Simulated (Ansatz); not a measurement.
Diatomic TiO, multiplicity 3 (the spin of the measured ground state). No spin–orbit coupling. Ti is treated without relativity.

Seven points along R, fitted to fifth degree in 1/R; most abundant isotopes. In def2 and cc sets the state is the lowest found near the PBE0 minimum, followed along R.

Correlated levels freeze the inner cores; with def2 sets outer-core shells near the valence are correlated too.

The values were computed with Ansatz (Gaussian basis) for Hartree–Fock, density functionals and correlated methods. 

Quantity: ω_e, from seven points a level.

Costs are ratios of core time to PBE/def2-TZVPP (roughly 30 s), for whole runs (searches for the state included, and forces where a run took them) on one shared machine, so rough; each error counts from the measured 1009 cm⁻¹ [Huber and Herzberg (1979), NIST Chemistry WebBook].

| level | basis functions | cost |
|---|---|---|
| SVWN5/def2-TZVPP | 95 | ×0.6 |
| PBE0/def2-TZVPP | 95 | ×0.8 |
| BHLYP/def2-TZVPP | 95 | ×0.8 |
| CAM-B3LYP/def2-TZVPP | 95 | ×0.9 |
| B3LYP/def2-TZVPP | 95 | ×1 |
| PBE/def2-TZVPP | 95 | ×1 |
| B2PLYP/def2-TZVPP | 95 | ×1 |
| r2SCAN/def2-TZVPP | 95 | ×2 |
| wB97X-V/def2-TZVPP | 95 | ×2 |
| wB97M-V/def2-TZVPP | 95 | ×3 |
| B97M-V/def2-TZVPP | 95 | ×5 |

**Question.** Which is the cheapest listed level whose error stays within 10 cm⁻¹?

**Answer.** PBE/def2-TZVPP (10 cm⁻¹, cost ×1).

Each error (cm⁻¹): SVWN5/def2-TZVPP 49; PBE0/def2-TZVPP 61; BHLYP/def2-TZVPP 82; CAM-B3LYP/def2-TZVPP 68; B3LYP/def2-TZVPP 37; PBE/def2-TZVPP 10; B2PLYP/def2-TZVPP 16; r2SCAN/def2-TZVPP 32; wB97X-V/def2-TZVPP 78; wB97M-V/def2-TZVPP 72; B97M-V/def2-TZVPP 23.

Ansatz is a program for electronic structure.
